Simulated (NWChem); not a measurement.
System: C$_{2}$H$_{6}$BFO; SMILES CB(OC)F

```xyz
11

B     -0.0841     0.5249     0.0002
F     -0.8920     1.5937     0.0016
C      1.4823     0.7300    -0.0003
H      1.9607     0.2378     0.8563
H      1.7410     1.7922     0.0362
H      1.9466     0.3055    -0.9005
O     -0.7305    -0.6657    -0.0044
C     -0.0800    -1.9254     0.0026
H     -0.2364    -2.4096     0.9731
H     -0.5286    -2.5517    -0.7750
H      0.9963    -1.8441    -0.1841
```
Atoms are numbered in this order, from 1.

Program: NWChem. Medium grid unless said otherwise, to which SCAN and Minnesota functionals are sensitive. Coordinates come from a B3LYP/6-31G* (spherical d) optimisation. B3LYP is NWChem's, with the RPA form of VWN correlation.

Order these by “highest occupied level (eV)”, lowest first: B3LYP/def2-TZVP; TPSSh/def2-TZVP; BLYP/def2-TZVP; Hartree-Fock/def2-TZVP.

Hartree-Fock/def2-TZVP (-12.95), B3LYP/def2-TZVP (-8.78), TPSSh/def2-TZVP (-8.16), BLYP/def2-TZVP (-7.36)
